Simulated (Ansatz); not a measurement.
Relaxation of H₆Au₄⁻ with UKS PBE-D4/def2-SVPD.

```sh
$ ansatz run in.yaml --threads 4 --pin off --events-out ev --progress --plain --max-ram 4787MiB
```

```yaml
crystal:
  periodic: [false, false, false]
  atoms:
    - {symbol: Au, position_ang: [-0.560590, 0.617870, -1.360920]}
    - {symbol: Au, position_ang: [1.196070, -0.192870, 0.504180]}
    - {symbol: Au, position_ang: [1.129530, -2.732200, 1.295110]}
    - {symbol: Au, position_ang: [-2.135430, 2.772320, -1.230790]}
    - {symbol: H, position_ang: [-0.136540, -2.452730, 2.133560]}
    - {symbol: H, position_ang: [-1.563200, 1.563170, -2.198330]}
    - {symbol: H, position_ang: [0.414370, -0.586680, -0.882440]}
    - {symbol: H, position_ang: [2.028730, 0.098340, 1.753500]}
    - {symbol: H, position_ang: [-2.761870, 3.955200, -0.469590]}
    - {symbol: H, position_ang: [2.388930, -3.042420, 0.455730]}
basis:
  gaussian: {orbitals: def2-SVPD}
total_charge: -1
magnetization: {spin_polarized: true, initial_magnetization: 1}
hamiltonian: {xc: pbe, dispersion: d4}
scf: {lower_state_search: "off"}
output: {orbitals: {seedname: orbitals}}
relax: {f_tol: 0.02, max_steps: 100}
```

It took 3.2 min on 4 threads of Arm Neoverse V1 on a shared host.

Positions (Å) and forces (eV/Å) at steps 1, 2, 3, 4, 5, 6, 7, 8, 9, 10, 11, 12, 13, 14, 15, 16, 17, 18, 19, 20, 21, 22, 23, 24, 25, 27, 28, 30 of 48:

```xyz
10
step=1 energy=-14878.2155 eV
Au   -0.561    0.618   -1.361    0.126   -0.293   -0.064
Au    1.196   -0.193    0.504    0.195    0.339    0.430
Au    1.130   -2.732    1.295    0.049   -0.142    0.127
Au   -2.135    2.772   -1.231   -0.143    0.381    0.363
H    -0.137   -2.453    2.134   -1.942    0.476    1.295
H    -1.563    1.563   -2.198   -0.396   -0.220   -1.723
H     0.414   -0.587   -0.882   -0.058   -1.512   -1.204
H     2.029    0.098    1.754    0.959    0.094    1.424
H    -2.762    3.955   -0.470   -0.764    1.317    0.659
H     2.389   -3.042    0.456    1.974   -0.439   -1.307
10
step=2 energy=-14879.0468 eV
Au   -0.574    0.561   -1.452    0.020    0.121    0.128
Au    1.250   -0.196    0.551   -0.002    0.033    0.096
Au    1.153   -2.762    1.328    0.010    0.079   -0.012
Au   -2.193    2.865   -1.212    0.003    0.038    0.147
H    -0.216   -2.436    2.212   -0.012   -0.016    0.062
H    -1.618    1.595   -2.314   -0.009   -0.060   -0.193
H     0.446   -0.708   -0.951   -0.056   -0.161   -0.223
H     2.120    0.037    1.880    0.009   -0.048    0.025
H    -2.873    4.114   -0.450   -0.035    0.049   -0.037
H     2.504   -3.069    0.408    0.073   -0.035    0.007
10
step=3 energy=-14879.0792 eV
Au   -0.589    0.628   -1.463   -0.003   -0.061    0.010
Au    1.187   -0.243    0.517   -0.015   -0.011    0.005
Au    1.228   -2.782    1.381    0.066   -0.032    0.092
Au   -2.202    2.916   -1.204   -0.024    0.059   -0.029
H    -0.138   -2.484    2.288    0.021    0.024   -0.042
H    -1.628    1.657   -2.352    0.030    0.027    0.036
H     0.394   -0.712   -1.035   -0.027    0.030   -0.041
H     2.050   -0.054    1.862   -0.032   -0.039   -0.021
H    -2.901    4.181   -0.480    0.007   -0.023   -0.001
H     2.600   -3.107    0.487   -0.023    0.025   -0.008
10
step=4 energy=-14879.0986 eV
Au   -0.625    0.661   -1.507   -0.073    0.076   -0.016
Au    1.100   -0.324    0.449   -0.019   -0.139    0.036
Au    1.340   -2.828    1.505   -0.042    0.237   -0.138
Au   -2.210    2.998   -1.218    0.030   -0.046   -0.024
H    -0.068   -2.561    2.353    0.033   -0.008    0.048
H    -1.612    1.763   -2.371    0.028    0.008    0.010
H     0.312   -0.714   -1.137    0.030   -0.068    0.019
H     1.959   -0.143    1.796   -0.020   -0.072    0.005
H    -2.915    4.243   -0.476   -0.014    0.030    0.018
H     2.718   -3.096    0.606    0.047   -0.018    0.042
10
step=5 energy=-14879.1257 eV
Au   -0.675    0.682   -1.540    0.010    0.077   -0.019
Au    0.994   -0.389    0.411   -0.070   -0.124   -0.068
Au    1.440   -2.815    1.552    0.026    0.122    0.019
Au   -2.197    3.062   -1.231   -0.010   -0.073   -0.025
H     0.034   -2.573    2.412    0.003    0.007   -0.022
H    -1.596    1.844   -2.400    0.022   -0.004    0.022
H     0.228   -0.731   -1.204   -0.004    0.009    0.060
H     1.835   -0.292    1.780    0.002   -0.038    0.026
H    -2.909    4.296   -0.476    0.010    0.033    0.017
H     2.845   -3.086    0.696    0.011   -0.010   -0.011
10
step=6 energy=-14879.1522 eV
Au   -0.674    0.739   -1.582   -0.100   -0.079    0.058
Au    0.881   -0.478    0.375   -0.093    0.003   -0.245
Au    1.553   -2.790    1.631   -0.032    0.065   -0.053
Au   -2.221    3.090   -1.236    0.105    0.060   -0.032
H     0.121   -2.554    2.448    0.034   -0.003    0.038
H    -1.579    1.921   -2.431    0.036   -0.007    0.000
H     0.136   -0.742   -1.259    0.019    0.090    0.062
H     1.720   -0.449    1.757    0.031   -0.086    0.089
H    -2.890    4.343   -0.468   -0.049   -0.034    0.019
H     2.951   -3.081    0.766    0.049   -0.009    0.063
10
step=7 energy=-14879.1973 eV
Au   -0.744    0.757   -1.589    0.095   -0.021   -0.010
Au    0.811   -0.547    0.311   -0.208    0.013   -0.283
Au    1.640   -2.759    1.688    0.001    0.064    0.009
Au   -2.188    3.158   -1.254   -0.067   -0.011    0.022
H     0.194   -2.544    2.485    0.007   -0.013    0.034
H    -1.558    1.991   -2.457    0.016   -0.005    0.020
H     0.064   -0.740   -1.318   -0.026    0.080    0.060
H     1.624   -0.614    1.722    0.113   -0.123    0.113
H    -2.904    4.368   -0.456    0.035    0.006   -0.012
H     3.062   -3.070    0.869    0.035    0.010    0.048
10
step=8 energy=-14879.2515 eV
Au   -0.755    0.801   -1.622    0.002    0.026    0.000
Au    0.737   -0.618    0.230   -0.107    0.007   -0.182
Au    1.703   -2.723    1.757    0.011   -0.011    0.051
Au   -2.204    3.189   -1.254   -0.014    0.037    0.017
H     0.247   -2.537    2.546    0.001   -0.017    0.025
H    -1.543    2.059   -2.476    0.008   -0.003   -0.002
H    -0.003   -0.725   -1.382    0.001    0.008    0.008
H     1.578   -0.793    1.658    0.091   -0.076    0.053
H    -2.906    4.395   -0.438    0.001   -0.010   -0.008
H     3.148   -3.048    0.980    0.006    0.040    0.037
10
step=9 energy=-14879.2628 eV
Au   -0.780    0.856   -1.652    0.083   -0.150    0.011
Au    0.693   -0.708    0.110    0.019   -0.050    0.035
Au    1.750   -2.700    1.855   -0.118   -0.326    0.098
Au   -2.219    3.244   -1.248    0.028   -0.041   -0.010
H     0.277   -2.563    2.631    0.031    0.002    0.021
H    -1.536    2.137   -2.494    0.010   -0.005    0.048
H    -0.052   -0.733   -1.471   -0.077    0.190   -0.007
H     1.586   -0.970    1.571   -0.051    0.311   -0.182
H    -2.931    4.429   -0.416   -0.016    0.024    0.000
H     3.212   -2.991    1.114    0.090    0.046   -0.014
10
step=10 energy=-14879.2749 eV
Au   -0.785    0.854   -1.682    0.000    0.027    0.001
Au    0.689   -0.713    0.059   -0.003   -0.174    0.054
Au    1.746   -2.735    1.913   -0.034    0.159   -0.074
Au   -2.209    3.252   -1.238   -0.015    0.020    0.009
H     0.292   -2.648    2.723   -0.022    0.020   -0.025
H    -1.516    2.169   -2.489    0.000    0.013   -0.002
H    -0.101   -0.720   -1.513   -0.009   -0.006   -0.030
H     1.588   -0.958    1.464    0.082   -0.068    0.103
H    -2.932    4.435   -0.405    0.014   -0.021   -0.012
H     3.228   -2.936    1.168   -0.012    0.030   -0.024
10
step=11 energy=-14879.2929 eV
Au   -0.807    0.835   -1.664    0.023    0.017    0.036
Au    0.641   -0.782    0.068    0.007   -0.033    0.084
Au    1.761   -2.699    1.892    0.021   -0.042    0.003
Au   -2.185    3.267   -1.240   -0.001   -0.022    0.017
H     0.250   -2.663    2.601   -0.005    0.017   -0.033
H    -1.403    2.220   -2.472    0.021   -0.036    0.005
H    -0.265   -0.797   -1.434   -0.044    0.026   -0.050
H     1.660   -0.957    1.427   -0.001    0.053   -0.058
H    -2.947    4.429   -0.417    0.005    0.000   -0.015
H     3.293   -2.852    1.240   -0.026    0.020    0.010
10
step=12 energy=-14879.3032 eV
Au   -0.813    0.823   -1.614   -0.026   -0.052   -0.011
Au    0.569   -0.849    0.109    0.000    0.081   -0.044
Au    1.786   -2.679    1.875   -0.019   -0.015   -0.053
Au   -2.161    3.271   -1.241    0.024   -0.013   -0.008
H     0.204   -2.665    2.439    0.125   -0.019   -0.026
H    -1.295    2.249   -2.446    0.037   -0.082    0.085
H    -0.430   -0.862   -1.354    0.006    0.123    0.078
H     1.740   -0.936    1.365   -0.084    0.012   -0.122
H    -2.960    4.429   -0.447   -0.001   -0.009   -0.016
H     3.361   -2.781    1.314   -0.062   -0.026    0.118
10
step=13 energy=-14879.3177 eV
Au   -0.875    0.800   -1.571    0.084   -0.022   -0.050
Au    0.515   -0.881    0.119   -0.025    0.083   -0.028
Au    1.810   -2.653    1.828    0.180   -0.148    0.190
Au   -2.126    3.295   -1.242   -0.049   -0.058   -0.042
H     0.182   -2.674    2.273    0.180    0.029   -0.156
H    -1.196    2.275   -2.407   -0.004   -0.109    0.138
H    -0.598   -0.906   -1.266   -0.006    0.185    0.089
H     1.815   -0.934    1.272   -0.163    0.027   -0.194
H    -2.983    4.437   -0.485    0.038    0.016   -0.009
H     3.456   -2.759    1.480   -0.235   -0.003    0.063
10
step=14 energy=-14879.3610 eV
Au   -0.868    0.801   -1.548   -0.084    0.013   -0.001
Au    0.461   -0.918    0.135    0.015   -0.015    0.033
Au    1.859   -2.641    1.858    0.172   -0.040   -0.171
Au   -2.164    3.278   -1.259    0.112    0.106    0.056
H     0.182   -2.658    2.078    0.177    0.059   -0.044
H    -1.147    2.286   -2.367   -0.009   -0.109    0.031
H    -0.737   -0.899   -1.176    0.039    0.086    0.068
H     1.855   -0.955    1.163   -0.112   -0.031   -0.105
H    -2.966    4.468   -0.510   -0.051   -0.070   -0.057
H     3.524   -2.761    1.626   -0.260    0.001    0.189
10
step=15 energy=-14879.4240 eV
Au   -0.889    0.804   -1.513   -0.044    0.008    0.052
Au    0.409   -0.952    0.150    0.018   -0.115    0.102
Au    1.912   -2.656    1.821    0.234    0.141   -0.020
Au   -2.103    3.319   -1.235   -0.194    0.065   -0.032
H     0.213   -2.589    1.908    0.128    0.007   -0.156
H    -1.151    2.267   -2.350    0.058    0.032    0.008
H    -0.831   -0.885   -1.107   -0.018   -0.002    0.041
H     1.869   -0.993    1.075   -0.018    0.011   -0.067
H    -3.014    4.479   -0.558    0.134   -0.064   -0.022
H     3.586   -2.794    1.808   -0.300   -0.084    0.094
10
step=16 energy=-14879.5140 eV
Au   -0.934    0.803   -1.463    0.017   -0.040    0.024
Au    0.358   -0.988    0.175   -0.014   -0.184    0.150
Au    1.972   -2.624    1.801    0.417    0.003    0.006
Au   -2.142    3.322   -1.269   -0.054    0.123    0.085
H     0.254   -2.539    1.725    0.091    0.108   -0.209
H    -1.115    2.262   -2.318   -0.039    0.097   -0.015
H    -0.904   -0.883   -1.052   -0.076   -0.039    0.053
H     1.885   -0.985    0.993    0.044    0.049   -0.044
H    -3.003    4.511   -0.571    0.073   -0.117   -0.107
H     3.628   -2.879    1.979   -0.459    0.000    0.055
10
step=17 energy=-14879.6138 eV
Au   -0.938    0.798   -1.430    0.023   -0.057    0.061
Au    0.314   -1.036    0.206   -0.044   -0.154    0.070
Au    2.026   -2.597    1.787    0.550   -0.022   -0.016
Au   -2.133    3.327   -1.259   -0.074    0.101    0.019
H     0.294   -2.470    1.547   -0.017    0.060   -0.143
H    -1.109    2.252   -2.299   -0.015    0.093    0.006
H    -0.974   -0.883   -0.988   -0.064   -0.036    0.070
H     1.900   -0.967    0.933    0.069    0.082   -0.040
H    -3.015    4.522   -0.602    0.083   -0.099   -0.067
H     3.635   -2.947    2.106   -0.510    0.033    0.040
10
step=18 energy=-14879.6808 eV
Au   -0.940    0.790   -1.381   -0.028   -0.081    0.043
Au    0.269   -1.108    0.228    0.007    0.292   -0.338
Au    2.116   -2.561    1.735    0.100    0.216   -0.037
Au   -2.144    3.327   -1.270    0.094   -0.015    0.002
H     0.334   -2.416    1.364   -0.001   -0.419    0.253
H    -1.083    2.252   -2.261    0.008    0.018    0.003
H    -1.067   -0.889   -0.899   -0.025    0.061    0.050
H     1.934   -0.917    0.845   -0.056   -0.017   -0.032
H    -3.006    4.527   -0.626   -0.065    0.039   -0.010
H     3.587   -3.004    2.266   -0.033   -0.095    0.066
10
step=19 energy=-14879.7391 eV
Au   -0.978    0.797   -1.315   -0.022    0.038    0.001
Au    0.259   -1.126    0.208    0.098    0.045   -0.056
Au    2.180   -2.523    1.704    0.053    0.102   -0.027
Au   -2.136    3.361   -1.291    0.033   -0.013   -0.002
H     0.420   -2.555    1.250   -0.014   -0.127    0.036
H    -1.032    2.263   -2.202    0.003    0.002    0.010
H    -1.169   -0.860   -0.781   -0.064   -0.012    0.027
H     1.913   -0.904    0.788   -0.030   -0.023   -0.001
H    -3.041    4.572   -0.726   -0.022    0.018   -0.014
H     3.583   -3.024    2.366   -0.035   -0.029    0.025
10
step=20 energy=-14879.7588 eV
Au   -1.015    0.806   -1.255   -0.004    0.022    0.020
Au    0.259   -1.137    0.207    0.057   -0.023   -0.068
Au    2.228   -2.481    1.689    0.078   -0.003   -0.016
Au   -2.135    3.384   -1.308   -0.013    0.013   -0.003
H     0.502   -2.662    1.104   -0.010    0.000    0.018
H    -1.010    2.261   -2.160   -0.008    0.012    0.010
H    -1.245   -0.830   -0.664   -0.012   -0.027    0.043
H     1.923   -0.911    0.724   -0.024    0.007    0.026
H    -3.060    4.612   -0.805    0.014   -0.011   -0.020
H     3.551   -3.042    2.469   -0.078    0.009   -0.010
10
step=21 energy=-14879.7399 eV rejected
Au   -1.056    0.819   -1.179    0.015   -0.088   -0.017
Au    0.312   -1.180    0.122   -0.226    0.120    0.197
Au    2.298   -2.473    1.622    0.163   -0.066    0.258
Au   -2.159    3.405   -1.336    0.017    0.048    0.006
H     0.574   -2.723    1.002    0.048    0.030   -0.082
H    -1.001    2.258   -2.109   -0.048    0.020    0.038
H    -1.316   -0.798   -0.522    0.208   -0.035   -0.028
H     1.924   -0.881    0.738    0.037   -0.043   -0.097
H    -3.080    4.667   -0.905    0.019   -0.064   -0.029
H     3.505   -3.093    2.567   -0.232    0.078   -0.246
10
step=22 energy=-14879.7664 eV
Au   -1.021    0.813   -1.221   -0.036    0.028    0.005
Au    0.285   -1.126    0.202    0.026   -0.014   -0.020
Au    2.261   -2.476    1.668    0.038    0.001   -0.003
Au   -2.156    3.396   -1.329   -0.010   -0.009    0.020
H     0.528   -2.663    1.077    0.001    0.004    0.002
H    -1.017    2.261   -2.132    0.011    0.017   -0.019
H    -1.250   -0.823   -0.614    0.012   -0.018    0.031
H     1.939   -0.898    0.732   -0.011    0.009    0.005
H    -3.089    4.632   -0.865    0.006   -0.004   -0.020
H     3.522   -3.116    2.481   -0.037   -0.013   -0.001
10
step=23 energy=-14879.7723 eV
Au   -1.045    0.821   -1.192    0.012    0.001    0.003
Au    0.313   -1.110    0.200   -0.015    0.024    0.000
Au    2.297   -2.463    1.652    0.086   -0.029    0.047
Au   -2.176    3.400   -1.337   -0.018    0.013   -0.026
H     0.559   -2.659    1.046    0.002   -0.021    0.007
H    -1.023    2.263   -2.114   -0.010   -0.001    0.010
H    -1.251   -0.817   -0.562    0.022   -0.007    0.015
H     1.959   -0.880    0.736    0.013    0.010   -0.005
H    -3.117    4.650   -0.927    0.007   -0.013    0.006
H     3.484   -3.205    2.499   -0.099    0.022   -0.055
10
step=24 energy=-14879.7756 eV
Au   -1.052    0.834   -1.160   -0.003   -0.015   -0.007
Au    0.354   -1.078    0.210   -0.086    0.053   -0.016
Au    2.341   -2.446    1.630    0.195   -0.134    0.181
Au   -2.220    3.401   -1.377    0.027    0.024    0.050
H     0.591   -2.645    1.022    0.012   -0.041    0.019
H    -1.039    2.263   -2.102   -0.022   -0.007   -0.017
H    -1.238   -0.802   -0.497    0.063    0.014    0.010
H     1.997   -0.854    0.737    0.056   -0.011    0.004
H    -3.151    4.662   -0.975   -0.015   -0.031   -0.031
H     3.417   -3.336    2.512   -0.228    0.148   -0.193
10
step=25 energy=-14879.7908 eV
Au   -1.040    0.848   -1.157    0.008    0.016   -0.005
Au    0.412   -1.016    0.226   -0.008    0.019    0.002
Au    2.376   -2.424    1.624    0.066   -0.060    0.055
Au   -2.248    3.390   -1.381   -0.004    0.001   -0.005
H     0.606   -2.591    1.057   -0.002   -0.031    0.017
H    -1.079    2.252   -2.131   -0.016    0.005   -0.011
H    -1.184   -0.775   -0.450    0.025    0.004    0.007
H     2.082   -0.839    0.726    0.002   -0.002   -0.005
H    -3.206    4.634   -0.997   -0.007   -0.003    0.000
H     3.279   -3.479    2.483   -0.064    0.050   -0.055
10
step=27 energy=-14879.7933 eV rejected
Au   -0.978    0.911   -1.148   -0.036   -0.013   -0.004
Au    0.485   -0.954    0.250    0.122    0.018    0.028
Au    2.368   -2.488    1.616    0.049    0.028   -0.001
Au   -2.314    3.379   -1.412    0.029    0.010   -0.023
H     0.584   -2.541    1.106    0.003    0.004    0.001
H    -1.124    2.264   -2.179    0.000    0.020    0.015
H    -1.106   -0.682   -0.373   -0.045    0.003   -0.013
H     2.185   -0.889    0.725   -0.119    0.013   -0.046
H    -3.307    4.598   -1.035   -0.013   -0.009    0.003
H     3.207   -3.598    2.449    0.009   -0.073    0.039
10
step=28 energy=-14879.7967 eV
Au   -1.003    0.893   -1.146    0.002    0.007    0.001
Au    0.493   -0.949    0.244    0.006   -0.016    0.013
Au    2.401   -2.457    1.615   -0.023    0.000   -0.010
Au   -2.307    3.382   -1.412    0.003   -0.003    0.000
H     0.615   -2.544    1.105    0.002    0.013   -0.004
H    -1.126    2.259   -2.167   -0.001   -0.002    0.001
H    -1.112   -0.705   -0.377    0.007    0.006    0.002
H     2.180   -0.859    0.712    0.004   -0.008    0.002
H    -3.295    4.604   -1.032   -0.006   -0.001   -0.003
H     3.154   -3.623    2.457    0.007    0.004   -0.002
10
step=30 energy=-14879.7961 eV rejected
Au   -0.948    0.960   -1.101   -0.024   -0.001   -0.023
Au    0.538   -0.916    0.269    0.046    0.010    0.030
Au    2.382   -2.534    1.600    0.050   -0.051   -0.011
Au   -2.374    3.368   -1.462    0.060    0.064    0.025
H     0.573   -2.492    1.158    0.026    0.006    0.006
H    -1.076    2.312   -2.140   -0.033    0.009    0.021
H    -1.078   -0.605   -0.282   -0.007   -0.012    0.005
H     2.246   -0.935    0.677   -0.070    0.001   -0.013
H    -3.423    4.556   -1.128   -0.002   -0.067   -0.031
H     3.160   -3.714    2.410   -0.046    0.042   -0.009
```

In the def2 sets Au takes a core potential; there is no spin–orbit coupling. The structure comes from a short search, and lower isomers may exist.
